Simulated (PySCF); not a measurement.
SSn, SMILES [Sn]=[S] (connectivity only; charge and spin as stated), neutral, multiplicity 1.

Coordinates come from a PBE-D3(BJ)/def2-TZVP optimisation. The def2 effective core potentials stand for the cores of Sn; spin–orbit coupling is left out.

The numbers are results of PySCF with ωB97X/def2-TZVPD, not measurements.

```json
{
  "total_energy": "-612.58034 hartree",
  "point_group": "C∞v",
  "highest_occupied_level": "-9.45 eV",
  "lowest_empty_level": "-0.83 eV",
  "orbital_gap": "8.62 eV",
  "dipole_moment": "3.93 D",
  "quadrupole, principal values (traceless, Buckingham form, about the centre of nuclear charge)": "-5.68, 2.84, 2.84 D·Å",
  "mean_static_polarisability": "64.5 bohr³ (9.56 Å³)",
  "polarisability_principal_values": "51.9, 51.9, 89.9 bohr³"
}
```
